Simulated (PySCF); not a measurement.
## Two-component Hartree-Fock for Ba⁴³⁺ (barium, charge +43)

Start: [Ne] 3s2 3p1; 3p1/2 filled at m_j = +1/2. Calculated with PySCF 2.14 in an uncontracted even-tempered set (18 s from 9.8 bohr⁻², ratio 2.4; 14 p from 13 bohr⁻², ratio 2.4; 4 d from 43 bohr⁻², ratio 2.6; 4 f from 65 bohr⁻², ratio 2.6): generalised Hartree-Fock with the X2C-1e Hamiltonian and a Gaussian nucleus; one run each with spin-orbit coupling (SO) switched off, then screened by Boettger's factors.

```
spinor shell  electrons  ε, spin-free (eV)  ε, screened SO (eV)  weight of nominal j (screened SO)  rms radius, screened SO (bohr)
       1s1/2          2           -40440.1             -40433.2                              1.000                          0.0292
       2s1/2          2            -8706.3              -8703.3                              1.000                           0.116
       2p1/2          2            -8095.6              -8372.4                              1.000                           0.100
       2p3/2          4            -8095.6              -7969.8                              1.000                           0.105
       3s1/2          2            -3463.8              -3462.7                              1.000                           0.280
       3p1/2          1            -3297.0              -3366.2                              1.000                           0.266
```

```json
{"quantity": "E (hartree)", "spin-free": "-6402.27385", "screened SO": "-6407.32869"}
{"quantity": "M_J", "spin-free": "1/2", "screened SO": "1/2"}
{"quantity": "⟨J²⟩", "spin-free": "1.094", "screened SO": "0.751"}
{"quantity": "⟨L²⟩", "spin-free": "2.003", "screened SO": "2.010"}
{"quantity": "⟨S²⟩", "spin-free": "0.751", "screened SO": "0.759"}
```

Each row is a mean over spinors that exchange with the open shell spreads, by up to 14.051 eV (2p1/2).

Breit and QED terms are absent; they matter most for the inner s and p1/2 levels.

Densities and radii are taken from the X2C orbitals without a picture-change correction, which distorts them close to the nucleus.

Without spin-orbit coupling the j labels of p, d and f shells carry no meaning; the spin-free column gives the mean over the occupied spinors of each nl shell, and its ⟨J²⟩ belongs to a mixture of degenerate components.
